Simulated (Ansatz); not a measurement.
# Changing the shape of Br2, singlet

Program: Ansatz, Gaussian basis, development build. Basis cc-pwCVTZ-PP, scalar-relativistic core potentials (10 electrons on Br), no spin–orbit coupling, 8 orbitals frozen in the corrections; active space CAS(10,6). Restricted Hartree–Fock, then the lowest state-specific CASSCF solution met for each case. Coupled cluster stands on the determinant that it favours, not always the lowest RHF. Single-reference values can break down or jump between states where bonds are stretched. Unlike active orbitals can shift such differences by tenths of an eV, at times by over 1 eV.

Case A: bond length 2.6232 Å.

Case B: bond length 2.2810 Å.

Energy less that of case A, in eV:

| case | RHF/ROHF | CASSCF | CCSD(T) |
| --- | --- | --- | --- |
| B | -0.715 | -0.308 | -0.500 |

(1) What does SC-NEVPT2 give for these differences?

Answers

(1) B: -0.534 eV (-12.3 kcal/mol).
